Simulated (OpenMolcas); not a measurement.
Au5+ (d6) among equal point charges was computed by CASSCF with the d shell active (OpenMolcas, ANO-RCC-VTZP on the metal). Its lowest spin-free states, and all those of the highest spin:

```tsv
2S+1	Degeneracy	E (cm-1)
5	2	0.0
5	2	401.8
5	1	10590
3	1	13150
3	1	14827
3	1	14860
3	2	16366
3	2	21201
3	2	21509
3	1	22767
3	2	22940
1	2	23254
```

Is the site octahedral, tetrahedral or cube-like, axial, or of lower symmetry?

The states with 2S+1 = 5 have orbital degeneracies 2, 2, 1. There are pairs but no triples, so the site is axial: not cubic, but with a proper or improper axis of order three or more. The run had Au5+ among 5 point charges of -2 e arranged as a trigonal bipyramid (D3h), 1.83 Å from the ion, with the axial distance 1.793 Å.

Spin-orbit coupling mixes the spin-free states strongly: the lowest level takes only 70 % from its leading state, 5E. An orbital doublet at a regular site is open to a Jahn-Teller distortion, which this geometry leaves out. Without dynamic correlation the repulsion within the d shell is too large (B by tens of per cent), so at a given field states of lower spin stand too high. This shell can be high or low spin here, a state of another spin lies low, and with metal d orbitals alone active their balance is uncertain, so the ground spin may be wrong. Point charges give a weaker field than real ligands, and real ions of this kind are as a rule low spin; the high spin found here belongs to the model. This is an electrostatic model: the charges have no orbitals. No measured value stands beside these numbers.
